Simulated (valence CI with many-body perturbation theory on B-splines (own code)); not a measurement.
# Er LVI: calculated level list

Calculated by configuration interaction combined with many-body perturbation theory (CI+MBPT): three valence electrons over a frozen Dirac-Fock core [Ne], a basis of 11 s, 11 p, 9 d, 7 f, 5 g, 2 h, 1 i functions for each j, with the one-electron correlation potential Σ1, the two-electron term Σ2, the three-electron term Σ3, Breit, model QED; selected CI, second order for the rest (own B-spline code, finite nucleus).

The last digits are not significant, and no measured levels were compared; by estimate large intervals hold to a few tenths of a per cent, small ones and those within an open d or f shell to about a per cent.

Levels 1 to 45 of 68, with energies above the lowest level, (3s^2 3p1/2) J=1/2. "Leading %" is the weight of the configuration and term that name the level; weights of strongly mixed levels are sums over their largest components and can fall short. In the jj column 3d3/2^4 stands for four electrons in 3d with j = 3/2. Lifetimes count E1, E2, E3, M1 and M2 decay at the calculated energies, and are blank where another channel may lead or the interval is too uncertain; long ones can be off by a factor of two.

```tsv
No.	Configuration	Term	J	E (× 10³ cm⁻¹)	Leading %	Lifetime	Second component	Leading jj
1	3s²3p	²P°	1/2	0.00	100			3s^2 3p1/2 (100 %)
2	3s3p²	⁴P	1/2	1178.3	55	34.9 ps	30 % 3s3p² ²S	3s 3p1/2^2 (98 %)
3	3s²3p	²P°	3/2	1963.1	99	8.37 ns		3s^2 3p3/2 (99 %)
4	3s3p²	⁴P	3/2	2927.8	90	150 ps	8 % 3s3p² ²D	3s 3p1/2 3p3/2 (99 %)
5	3s3p²	²D	5/2	3057.0	59	93.8 ps	39 % 3s3p² ⁴P	3s 3p1/2 3p3/2 (97 %)
6	3s3p²	²D	3/2	3215.5	53	2.31 ps	28 % 3s3p² ²P	3s 3p1/2 3p3/2 (82 %)
7	3s3p²	²P	1/2	3287.4	70	696 fs	28 % 3s3p² ⁴P	3s 3p1/2 3p3/2 (98 %)
8	3s²3d	²D	3/2	3651.5	82	536 fs	10 % 3s3p² ²D	3s^2 3d3/2 (82 %)
9	3s²3d	²D	5/2	4036.4	96	5.28 ps		3s^2 3d5/2 (96 %)
10	3p³	²P°	3/2	4381.3	32	3.65 ps	20 % 3p³ ²D°	3p1/2^2 3p3/2 (68 %)
11	3s3p3d	⁴F°	3/2	4490.2	66	6.03 ps	9 % 3s3p3d ²D°	3s 3p1/2 3d3/2 (80 %)
12	3s3p3d	⁴F°	5/2	4583.5	45	46.6 ps	28 % 3s3p3d ²F°	3s 3p1/2 3d3/2 (97 %)
13	3s3p3d	⁴D°	1/2	4773.3	60	792 fs	34 % 3s3p3d ²P°	3s 3p1/2 3d3/2 (98 %)
14	3s3p3d	⁴D°	3/2	4811.4	36	607 fs	20 % 3s3p3d ⁴P°	3s 3p1/2 3d3/2 (85 %)
15	3s3p²	⁴P	5/2	4987.7	57	2.58 ps	41 % 3s3p² ²D	3s 3p3/2^2 (97 %)
16	3s3p3d	⁴P°	5/2	5033.7	38	5.09 ps	30 % 3s3p3d ⁴D°	3s 3p1/2 3d5/2 (99 %)
17	3s3p3d	⁴F°	7/2	5129.0	45	7.15 ps	31 % 3s3p3d ²F°	3s 3p1/2 3d5/2 (98 %)
18	3s3p3d	²F°	5/2	5206.3	51	5.65 ps	20 % 3s3p3d ²D°	3s 3p1/2 3d5/2 (97 %)
19	3s3p3d	²D°	3/2	5245.2	38	2.10 ps	34 % 3s3p3d ²P°	3s 3p1/2 3d5/2 (86 %)
20	3s3p²	²S	1/2	5252.9	68	980 fs	17 % 3s3p² ⁴P	3s 3p3/2^2 (98 %)
21	3s3p²	²P	3/2	5302.3	62	484 fs	29 % 3s3p² ²D	3s 3p3/2^2 (98 %)
22	3p²3d	²D	3/2	5915.8	40	7.62 ps	35 % 3p²3d ⁴F	3p1/2^2 3d3/2 (99 %)
23	3p³	²D°	5/2	6297.8	71	1.36 ps	12 % 3s3p3d ²D°	3p1/2 3p3/2^2 (71 %)
24	3p³	⁴S°	3/2	6330.4	48	597 fs	44 % 3p³ ²D°	3p1/2 3p3/2^2 (92 %)
25	3p³	²P°	1/2	6448.3	83	806 fs	14 % 3s3p3d ²P°	3p1/2 3p3/2^2 (83 %)
26	3p²3d	²D	5/2	6462.5	32	4.24 ps	21 % 3p²3d ⁴D	3p1/2^2 3d5/2 (98 %)
27	3s3p3d	⁴D°	3/2	6553.2	43	882 fs	36 % 3s3p3d ⁴P°	3s 3p3/2 3d3/2 (98 %)
28	3s3p3d	⁴P°	1/2	6564.9	82	1.09 ps	14 % 3s3p3d ⁴D°	3s 3p3/2 3d3/2 (97 %)
29	3s3p3d	⁴D°	5/2	6573.9	44	670 fs	21 % 3s3p3d ⁴F°	3s 3p3/2 3d3/2 (81 %)
30	3s3p3d	⁴F°	7/2	6600.1	41	1.15 ps	32 % 3s3p3d ²F°	3s 3p3/2 3d3/2 (90 %)
31	3s3p3d	²D°	3/2	6793.0	63	485 fs	22 % 3s3p3d ⁴P°	3s 3p3/2 3d3/2 (83 %)
32	3s3p3d	⁴F°	9/2	6851.1	100	16.0 ns		3s 3p3/2 3d5/2 (100 %)
33	3s3p3d	²F°	5/2	6901.7	68	406 fs	8 % 3s3p3d ⁴F°	3s 3p3/2 3d3/2 (91 %)
34	3s3p3d	²P°	1/2	6936.1	67	362 fs	20 % 3s3p3d ⁴D°	3s 3p3/2 3d3/2 (86 %)
35	3s3p3d	²D°	5/2	7019.4	48	1.98 ps	37 % 3s3p3d ⁴P°	3s 3p3/2 3d5/2 (96 %)
36	3s3p3d	²F°	7/2	7089.7	64	2.66 ps	30 % 3s3p3d ⁴D°	3s 3p3/2 3d5/2 (92 %)
37	3s3p3d	²P°	3/2	7108.0	44	1.64 ps	38 % 3s3p3d ²D°	3s 3p3/2 3d5/2 (82 %)
38	3s3p3d	²F°	7/2	7223.8	72	833 fs	20 % 3s3p3d ⁴D°	3s 3p3/2 3d5/2 (98 %)
39	3s3p3d	²P°	1/2	7297.6	84	1.81 ps	6 % 3p³ ²P°	3s 3p3/2 3d5/2 (90 %)
40	3s3p3d	²P°	3/2	7371.2	77	645 fs	8 % 3s3p3d ⁴P°	3s 3p3/2 3d5/2 (98 %)
41	3s3p3d	²D°	5/2	7389.6	63	628 fs	26 % 3s3p3d ²F°	3s 3p3/2 3d5/2 (93 %)
42	3p²3d	²F	5/2	7690.6	50	1.79 ps	35 % 3p²3d ⁴F	3p1/2 3p3/2 3d3/2 (92 %)
43	3p²3d	⁴F	3/2	7747.4	40	1.02 ps	24 % 3p²3d ⁴D	3p1/2 3p3/2 3d3/2 (98 %)
44	3p²3d	⁴D	1/2	7767.5	81	941 fs	16 % 3p²3d ²P	3p1/2 3p3/2 3d3/2 (99 %)
45	3p²3d	²G	7/2	7794.6	48	1.30 ps	27 % 3p²3d ²F	3p1/2 3p3/2 3d3/2 (94 %)
```

The ionisation energy to 3s² ¹S0 of the next ion comes out as 5455.8 eV (NIST: 5455 ± 5 eV (theoretical)). All 68 levels together are meant to be complete up to 8972.2 × 10³ cm⁻¹.
